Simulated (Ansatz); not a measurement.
Consider the cleavage of the Si–Si bond: `C[SiH](C)[SiH2]Cl` + `BNCC` → `BN(CC)[SiH2]Cl` + `C[SiH2]C`.

Gas-phase electronic energies from Ansatz, PBE0-D4/def2-TZVP geometries. CCSD(T)/CBS is the MP2 limit (def2-TZVPP, def2-QZVPP) plus CCSD(T) − MP2 in def2-TZVPP, frozen cores. DFT in def2-TZVPP. B3LYP here is the variant with VWN-RPA as its local correlation; programs differ in this. Each species was taken in one conformer, which may not be the lowest.

```json
{"level": "PBE0", "ΔE (kcal/mol)": "-7.3"}
{"level": "B3LYP", "ΔE (kcal/mol)": "-9.6"}
{"level": "CCSD(T)/def2-TZVPP", "ΔE (kcal/mol)": "-12.3"}
{"level": "CCSD/CBS(def2)", "ΔE (kcal/mol)": "-12.0"}
```

(1) What does CCSD(T)/CBS give? (An estimate is asked.)

Largest T1 diagnostic among the species: 0.012.

Results:

(1) The calculation gave: -11.9 kcal/mol. The listed levels differ from it by 4.6, 2.3, -0.4, -0.1 kcal/mol.

The D4 term adds −0.9 kcal/mol with B3LYP and −0.4 kcal/mol with PBE0; it sums over pairs of atoms, weighted by their polarisabilities, and B3LYP, whose exchange is more repulsive, gets the larger term. From PBE to PBE0 (25 % exact exchange), in def2-TZVPP and without D4, ΔE moves by −1.6 kcal/mol.
